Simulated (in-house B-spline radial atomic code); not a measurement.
Ionisation energies with and without relativity, with size and susceptibility from the Dirac run. Dirac energy differences include first-order Breit, QED and recoil terms. NIST's values go from ground level to ground level; the uncertainty of those that are theory runs from under 0.1 % in few-electron ions to several per cent in heavy many-electron ones. Computed with an all-electron radial atomic-structure program (B-spline basis): non-relativistic Hartree-Fock and Dirac-Hartree-Fock, averages of the configuration (point nuclei without relativity, finite nuclei with it).

```csv
ion,configuration,configuration after,ionisation non-relativistic (eV),ionisation Dirac Breit and QED (eV),tabulated value (eV),tabulated kind,radius at density 0.001 (bohr),diamagnetic susceptibility (10⁻⁶ cm³/mol)
In5+,[Kr] 4d8,[Kr] 4d7,92.60,91.61,90,tabulated theory,2.653,-16.114
Sn5+,[Kr] 4d9,[Kr] 4d8,96.06,95.02,94,tabulated theory,2.615,-16.073
Sb5+,[Kr] 4d10,[Kr] 4d9,?,?,?,measured,?,?
Te5+,[Kr] 4d10 5s1,[Kr] 4d10,?,?,?,tabulated theory,?,?
I5+,[Kr] 4d10 5s2,[Kr] 4d10 5s1,69.80,72.23,74.4,semi-empirical,3.105,-19.033
Xe5+,[Kr] 4d10 5s2 5p1,[Kr] 4d10 5s2,63.89,64.43,66.703,measured,3.227,-20.699
```

Problem. Fill in the row of Sb5+.

Solution. ionisation non-relativistic (eV): 99.52; ionisation Dirac Breit and QED (eV): 98.42; tabulated value (eV): 99.51; radius at density 0.001 (bohr): 2.577; diamagnetic susceptibility (10⁻⁶ cm³/mol): -16.004.

Problem. Fill in the row of Te5+.

Solution. ionisation non-relativistic (eV): 66.67; ionisation Dirac Breit and QED (eV): 68.96; tabulated value (eV): 69.1; radius at density 0.001 (bohr): 2.992; diamagnetic susceptibility (10⁻⁶ cm³/mol): -17.664.
